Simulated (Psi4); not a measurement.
Noncovalent pair: CH3F (SMILES CF) (first 5 atoms) with H2 (SMILES [H][H]); geometry from B3LYP-D3(BJ)/def2-TZVP, rigid monomers moved along the line of their centres of mass till F2···H6 is 2.92 Å.
(charge 0, multiplicity 1):
```xyz
7

C     -0.4448    -0.6709    -0.3515
F     -0.2025     0.6227     0.0983
H      0.1037    -0.8265    -1.2811
H     -0.1054    -1.3753     0.4088
H     -1.5157    -0.7880    -0.5214
H      0.2903     0.2898     2.9591
H      0.3807    -0.0364     3.6226
```

These are SAPT0/jun-cc-pV(D+d)Z (Psi4) values and carry that method's errors.

### Question
Which attractive term is largest, and how does the interaction split up?

### Answer
electrostatics -0.36, exchange 0.25, induction -0.05, dispersion -0.17, total -0.34 kcal/mol; the largest attraction is electrostatics.
